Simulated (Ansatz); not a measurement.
C2H4OSi can be A, `O=C=C[SiH3]`, or B, `C=C1O[SiH2]1`.

Gas-phase electronic energies from Ansatz, PBE0-D4/def2-TZVP geometries. CCSD(T)/CBS is the MP2 limit (def2-TZVPP, def2-QZVPP) plus CCSD(T) − MP2 in def2-TZVPP, frozen cores. Functionals use def2-TZVPP. B3LYP here is the variant with VWN-RPA as its local correlation; programs differ in this.

A:

```xyz
8

O    -2.228   -1.554    0.311
C    -1.371   -0.814    0.542
C    -0.388    0.017    0.766
Si    0.832    0.398   -0.568
H    -0.329    0.460    1.754
H     0.829    1.850   -0.885
H     2.207    0.021   -0.146
H     0.450   -0.378   -1.775
```

B:

Z-matrix (Å, degrees):
```
Si
C 1 1.776
O 1 1.690 2 47.7
H 1 1.477 2 122.6 3 97.6
H 1 1.477 2 122.6 3 -97.7
C 2 1.318 1 166.9 3 -180.0
H 6 1.081 2 119.8 1 -0.0
H 6 1.085 2 121.2 1 -180.0
```

Which is lower in electronic energy at CCSD(T)/CBS, and by how much? (Estimate.)

The calculation gave: A, by 57.0 kJ/mol.

Give E(B) − E(A) in kJ/mol with B3LYP, r2SCAN-D4, B2PLYP, LDA (SPW92), ωB97M-V, CCSD(T)/def2-TZVPP, CCSD(T)/def2-SVP. (Estimate.)

Computed: B3LYP 72.1, r2SCAN-D4 67.1, B2PLYP 71.2, LDA (SPW92) 47.9, ωB97M-V 64.5, CCSD(T)/def2-TZVPP 64.5, CCSD(T)/def2-SVP 93.5. None reverses the order clearly.

Does the order hold for the free energy at 298.15 K (harmonic terms from PBE0-D4)? (Best estimate.)

Ansatz gave: Yes: G(B) − G(A) = +69.5 kJ/mol.

Largest T1 diagnostic: 0.016.

In def2-TZVPP, CCSD(T) changes the Hartree–Fock value by −31.7 kJ/mol (the triples alone add −1.4 kJ/mol) and MP2 by −29.6 kJ/mol. Leaving LDA and LC-ωPBE aside and taking each functional with its dispersion term where it has one, the values, not all of them listed here, spread over 9.7 kJ/mol, from PBE-D4 to BHLYP-D4. LDA lies −16.0 kJ/mol from PBE without D4.
